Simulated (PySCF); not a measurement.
Gas-phase reaction: 2 InHCl2 + Cl2 → 2 InCl3 + 2 H

Method: PySCF energies (xtb for GFN2) plus ideal-gas RRHO corrections (1 bar). † marks an energy on the PBE0/def2-TZVP geometry and frequencies; other levels use their own. Open shells (unrestricted): H (multiplicity 2); the rest are closed-shell singlets. GFN2 has no spin-polarisation term. B3LYP is the form with VWN-RPA correlation. In: scalar-relativistic def2 core potential, no spin-orbit coupling. InHCl2: computed as isolated molecules; such fragments, hydroxides, amides, oligomers or adducts are transient or little studied in the gas.

PBE/def2-TZVP† gives ΔH°(298 K) = 97 kJ.

### Question
What do B3LYP/def2-TZVP†, M06-2X/def2-TZVP†, GFN2-xTB give?

### Answer
B3LYP/def2-TZVP†: 111 kJ; M06-2X/def2-TZVP†: 67 kJ; GFN2-xTB: 217 kJ. For scale, ΔH°(298 K) is 97 kJ at this level, 93 kJ at ωB97M-V/def2-TZVP†, and runs from -38 to 217 kJ over the 18 levels computed.
